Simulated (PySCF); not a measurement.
Computed with PySCF and rigid-rotor harmonic-oscillator thermochemistry at 1 bar. The comparison is the NASA 1993 polynomial table, which mixes measured and estimated data. All species are closed-shell singlets. Pb: scalar-relativistic def2 core potential, no spin-orbit coupling. The harmonic model lacks anharmonicity and excited electronic states, which grow with temperature; levels with a mode under 35 cm⁻¹ are left out. Soft modes under 120 cm⁻¹ make the harmonic entropy rough for PbCl₄. The table's entry may be an old estimate for PbCl₄ (not checked at source).

Harmonic frequencies at PBE/def2-SVP (cm⁻¹): 75, 76, 94, 94, 94, 297, 329, 329, 329. Point group Td; S°(298 K) = 389.0 J/mol/K at this level.

Problem. Work out Cp and S° of gaseous PbCl₄ at 500, 800, 1200, 1600, 2000 K from these, and set them beside the table.

Solution. 
```
T (K)  Cp PBE/def2-SVP  Cp table  S° PBE/def2-SVP  S° table
-----  ---------------  --------  ---------------  --------
500              105.6     105.2            442.7     435.0
800              107.1     106.9            492.8     484.9
1200             107.6     107.5            536.3     528.4
1600             107.8     107.8            567.3     559.4
2000             107.9     107.9            591.4     583.5
```
Units J/mol/K.
